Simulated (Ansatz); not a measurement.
Relaxation of F₅HW (7 atoms, charge 0, multiplicity 1), to a largest force component of 0.02 eV/Å in at most 40 steps.

Method: RHF/def2-SVP (Ansatz 0.2.0).

```xyz
7
Properties=species:S:1:pos:R:3
W 0.000 0.000 0.000
F 0.000 0.000 1.850
F 1.850 0.000 0.000
H 0.000 1.720 0.000
F -1.850 0.000 0.000
F 0.000 -1.850 0.000
F 0.000 0.000 -1.850
```

Where does it end, and by what steps?

The run converged. After 4 steps the energy has fallen by 0.188 eV; F6 moved furthest, 0.10 Å.

```tsv
step	energy less start (eV)	largest force component (eV/Å)	accepted
0	0.0000	1.318	yes
1	-0.1804	0.354	yes
2	-0.1871	0.121	yes
3	-0.1875	0.050	yes
4	-0.1876	0.000	yes
```

```xyz
7
Properties=species:S:1:pos:R:3
W 0.000 -0.067 0.000
F 0.000 0.061 1.814
F 1.814 0.061 0.000
H 0.000 1.639 0.000
F -1.814 0.061 0.000
F 0.000 -1.946 0.000
F 0.000 0.061 -1.814
```

The run took 23 s on 1 thread of Intel(R) Xeon(R) Platinum 8259CL CPU @ 2.50GHz (Skylake/Cascade Lake), on a shared host, peak memory 0.24 GiB.
